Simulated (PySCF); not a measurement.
## [Ce(H2O)4]3+: from a saddle point downhill

PySCF 2.14.0, RKS PBE, Ce lcecp-1-SVP with ECP47, O def2-SVP, H def2-SVP; non-relativistic Hamiltonian with scalar-relativistic core potentials where named; density fitting; no spin-orbit coupling. Relaxed within the symmetry of its start, the geometry (D2d) is

```xyz
13

Ce    0.0000    0.0000    0.0000
O     1.3929    1.3967    1.3967
H     1.7676    1.1963    2.2944
H     1.7676    2.2944    1.1963
O    -1.3929   -1.3967    1.3967
H    -1.7676   -1.1963    2.2944
H    -1.7676   -2.2944    1.1963
O     1.3929   -1.3967   -1.3967
H     1.7676   -2.2944   -1.1963
H     1.7676   -1.1963   -2.2944
O    -1.3929    1.3967   -1.3967
H    -1.7676    2.2944   -1.1963
H    -1.7676    1.1963   -2.2944
```

and its lowest harmonic modes are -146, -79, -79, -28, 28, 47 cm⁻¹ (negative: unstable). It was moved along the lowest mode and relaxed again, within the group S4 that the move left.

Q: Where does it end, and how much lower?

A: In S4, 0.050 eV lower, after 17 steps:
```xyz
13

Ce    0.0000    0.0000    0.0000
O     1.4492    1.3977    1.3342
H     2.2574    1.1337    1.8475
H     1.3917    2.3762    1.4952
O    -1.4491   -1.3342    1.3977
H    -1.3918   -1.4951    2.3761
H    -2.2574   -1.8475    1.1337
O     1.4492   -1.3977   -1.3342
H     1.3917   -2.3762   -1.4952
H     2.2574   -1.1337   -1.8475
O    -1.4491    1.3342   -1.3977
H    -2.2574    1.8475   -1.1337
H    -1.3918    1.4951   -2.3761
```

Q: How do the contacts change?

A: 
```tsv
contact	saddle (Å)	end (Å)
Ce1–O2 (H2O)	2.417	2.415
Ce1–O5 (H2O)	2.417	2.415
Ce1–O8 (H2O)	2.417	2.415
Ce1–O11 (H2O)	2.417	2.415
```


Q: Is the end a minimum?

A: Yes, as far as the noise of the softest modes lets one tell (those above −25 cm⁻¹ count as noise); lowest modes 16, 19, 31, 52, 55, 91 cm⁻¹.

An lcecp potential fixes the number of 4f electrons, so in runs with it no electron can move into or out of that shell.

State: singlet in the valence, with the 4f electrons in the core potential.
